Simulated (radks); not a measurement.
The numbers below are computed, except where a source is named.
Valence configurations of Mo III (all share [Kr]). Code: a radial shooting solver on a logarithmic mesh with Libxc functionals. Model: Dirac Kohn-Sham, PBEsol, spin-unpolarised, spherical densities, finite nucleus; open shells fill j = l - 1/2 first; Fermi nuclear charge, rms radius 4.4091 fm. Energies are relative to 4d4; eigenvalues in eV.

| valence | E (eV) | e(4d3/2) | e(5p1/2) | e(5p3/2) | e(5s1/2) |
|---|---|---|---|---|---|
| 4d4 | 0.000 | -20.874 | - | - | - |
| 4d3 5p1 | 9.157 | -24.812 | -14.616 | - | - |
| 4d2 5p2 | 20.486 | -28.799 | -16.294 | - | - |
| 4d3 5s1 | 3.981 | -23.883 | - | - | -19.195 |
| 4d2.5 5s1.5 | 6.513 | -25.438 | - | - | -19.987 |
| 4d2 5s2 | 9.440 | -27.022 | - | - | -20.756 |
| 4d1 5p3 | 34.654 | -32.932 | -17.862 | -17.444 | - |
| 4d2.5 5s0.5 5p1 | 11.852 | -26.353 | -15.220 | - | -20.574 |
| 4d2.5 5s1 5p0.5 | 9.179 | -25.899 | -14.946 | - | -20.285 |
| 4d3.5 5s0.5 | 1.817 | -22.360 | - | - | -18.386 |

NIST lists [Kr] 4d4 as the ground configuration; this level of theory agrees among the configurations tried. The energies are those of spherical spin-averaged densities, not of single terms.
